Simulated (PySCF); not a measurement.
BO (SMILES [B]=O), doublet, at a GFN2-xTB geometry.

The PySCF input:
```python
from pyscf import gto, scf, dft

mol = gto.Mole()
mol.atom = '''
    B    -0.000000   -0.000000   -0.729195
    O     0.000000    0.000000    0.455747
'''
mol.basis = '3-21g'
mol.charge = 0
mol.spin = 1
mol.verbose = 4
mol.build()

mf = dft.UKS(mol)
mf.xc = 'lda,vwn'
mf.kernel()
```

Q: Estimate the number of basis functions that PySCF with SVWN5/3-21G returns for this input.

A: 18

Q: Give the nuclear repulsion energy at the level SVWN5/3-21G.

A: 17.8634 Eh

Q: What is the computed <S^2> (SVWN5/3-21G)?

A: 0.758

Q: What is the computed dipole moment (SVWN5/3-21G)?

A: 1.55 D

Q: Give the total energy at the level SVWN5/3-21G.

A: -98.6481 Eh

Q: Predict the HOMO energy from SVWN5/3-21G.

A: -7.83 eV

These values belong to the state on which the SCF converged, which isn't shown to be the lowest.
